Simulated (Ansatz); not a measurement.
The molecule P2+, multiplicity 2 (lowest of 2S+1 = 2, 4 at CCSD(T)/def2-TZVPP on PBE0 minima; our sources give no spin for the ground state, which may be another). The T1 diagnostic near the minimum is 0.084, so single-reference values are doubtful.

Constants: fifth-degree fit in 1/R to seven points, most abundant isotopes. Runs in def2 and cc sets follow the lowest solution found near the PBE0 minimum.

Programs: Ansatz (an electronic-structure program) with Gaussian orbitals. Each number belongs to the level named beside it.

Energies at BHLYP/def2-TZVPP:

| R (Å) | E (hartree) |
|---|---|
| 1.827953 | -682.31877340 |
| 1.877091 | -682.32568574 |
| 1.922299 | -682.32853391 |
| 1.973403 | -682.32846705 |
| 2.024507 | -682.32559588 |
| 2.083473 | -682.31956535 |
| 2.152267 | -682.30977190 |

Question: With a reduced mass of 15.4869 u, find the minimum, the force constant and the constants.

Answer: A fifth-degree polynomial in 1/R puts the minimum at r_e = 1.9463 Å with force constant 527 N/m. Then ω_e = (1/2πc)√(k/μ) = 760 cm⁻¹ and B_e = h/(8π²cμr_e²) = 0.2874 cm⁻¹; the cubic and quartic terms give α_e = 0.0012 and ω_e x_e = 2.2 cm⁻¹.
